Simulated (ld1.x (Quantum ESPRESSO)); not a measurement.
## sulfur (S): one change to an RRKJ potential, before and after

```json
{
  "Element": "S",
  "Generator": "ld1.x (Quantum ESPRESSO) 7.5",
  "Type": "norm-conserving RRKJ (Kleinman–Bylander form)",
  "Functional": "PW91",
  "Relativity": "non-relativistic",
  "Frozen core": "[Ne]",
  "Valence charge": "6",
  "Reference configuration": "3s2 3p4",
  "Partial waves": "3s (bound): rc 1.40 bohr; 3p (bound): rc 1.40 bohr",
  "Local potential": "the p channel",
  "Core correction": "a·sin(br)/r model core inside 1.30 bohr",
  "rho0": "0.02"
}
```

Change: functional LDA (PZ).

Cutoffs: the cutoffs (Ry, on a coarse ladder) from which the occupation-weighted sum of valence levels, in a spherical-Bessel basis at the reference potential, stays within 10 and 1 mRy of its value at 400 Ry; they do not see the model core or the augmentation charge, which bear on the density cutoff. Errors are all-electron minus pseudo energies relative to the spin-unpolarised reference configuration.

Predict the effect on cutoff, ghosts and configuration errors.

The potential gets neither clearly harder nor softer (55 Ry and 80 Ry → 55 Ry and 80 Ry); the number of tests with a reliable result goes from 7 to 9; of the 7 tests that both files solve, the error grows in 6 and shrinks in 0 by more than 15 % and 0.3 meV (median size 7.0 → 10.4 meV); neither file shows a bound ghost.

```csv
quantity,base,changed
"cutoff, loose",55 Ry,55 Ry
"cutoff, tight",80 Ry,80 Ry
bound ghosts,none,none
"error for 3s2 3p3, meV [ΔE 11.83 → 11.88 eV]",+2.8,+3.9
"error for 3s2 3p2, meV [ΔE 34.19 → 34.26 eV]",+18,+27
"error for 3s2 3p1, meV [ΔE 68.32 → 68.43 eV]",+60,+96
"error for 3s1 3p4, meV [ΔE 22.57 → 22.53 eV]",+7.0,+10
"error for 3s1 3p5, meV [ΔE 10.18 → 10.11 eV]",+2.2,+2.8
"error for 3s2 3p0, meV [ΔE 115.22 → 115.41 eV]",+150,+256
"error for 3s2 3p3.5, meV [ΔE 4.69 → 4.72 eV]",+0.5,+0.7
s: phases at 1.54 bohr within 0.05 rad from the reference energy up to (Ry; the scan ends near 5),to the end of the scan,to the end of the scan
p: phases at 1.54 bohr within 0.05 rad from the reference energy up to (Ry; the scan ends near 5),to the end of the scan,to the end of the scan
```
